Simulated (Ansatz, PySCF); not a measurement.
Reaction (SMILES): C=CN1[SiH2]N[SiH2]1 [1-ethenyl-1,3,2,4-diazadisiletidine] + C (CH4) + 3 N (NH3) + 2 [SiH4] (SiH4) → C=C (C2H4) + CN (CH5N) + 4 N[SiH3]
Each molecule is optimised on its own at B3LYP-D3(BJ)/def2-TZVP (Ansatz, an electronic-structure program), one conformer each, not searched for the lowest. Frequencies are from Ansatz or PySCF.

Property: bond separation energy (enthalpy at 298 K, with B3LYP-D3(BJ) rigid-rotor harmonic-oscillator terms), in kJ/mol. Correlated levels leave the core frozen unless marked. Spin-orbit coupling is left out. No relativistic terms. Basis-set limits of correlation are two-point, X^-3; Hartree-Fock from the larger set. The bracket is a focal-point correction in the basis named.

Level to compare with: RI-MP2/CBS(aug-cc-pV(T+d)Z,aug-cc-pV(Q+d)Z)+[CCSD(T)-MP2]/aug-cc-pV(T+d)Z (Ansatz), 30.1 kJ/mol. It is a level with limits of its own, and the differences hold the functionals' basis error too.

**Question.** Rank these functionals by how close they come to RI-MP2/CBS(aug-cc-pV(T+d)Z,aug-cc-pV(Q+d)Z)+[CCSD(T)-MP2]/aug-cc-pV(T+d)Z, closest first: SVWN5/def2-TZVPD (Ansatz); BHLYP/def2-TZVPD (Ansatz); wB97M-V/def2-TZVPD (Ansatz).

**Answer.** wB97M-V/def2-TZVPD (range-separated hybrid meta-GGA with VV10, 28.8 kJ/mol, difference -1.3), SVWN5/def2-TZVPD (LDA, 37.0 kJ/mol, difference 6.9), BHLYP/def2-TZVPD (global hybrid, 11.9 kJ/mol, difference -18.2)
